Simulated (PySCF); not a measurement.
**Te⁺: excitation energy**

Te⁺ [Kr] 4d10 5s2 5p3 (4S) → Te⁺ [Kr] 4d10 5s1 5p3 6s1 (6S), as a difference of total energies. Calculation: PySCF 2.14, in aug-cc-pwCVTZ-DK3 (10s9p7d4f1g, 109 functions); scalar relativity by spin-free X2C-1e. Correlated levels: valence: [Kr] 4d10 frozen. The calculations carry no spin-orbit coupling.

```json
{"method": "UHF", "excitation energy (eV)": "15.384"}
{"method": "MP2 (valence)", "excitation energy (eV)": "16.453"}
{"method": "SCS-MP2 (valence)", "excitation energy (eV)": "16.889"}
{"method": "CCSD (valence)", "excitation energy (eV)": "16.582"}
{"method": "CCSD(T) (valence)", "excitation energy (eV)": "16.629"}
```

Problem. How much does correlation contribute at CCSD(T) (valence)?

Solution. 16.629 − (15.384) = 1.245 eV, measured against UHF.

The promoted electron is Rydberg-like, and one or two diffuse shells describe it only roughly, which tends to raise the upper state.
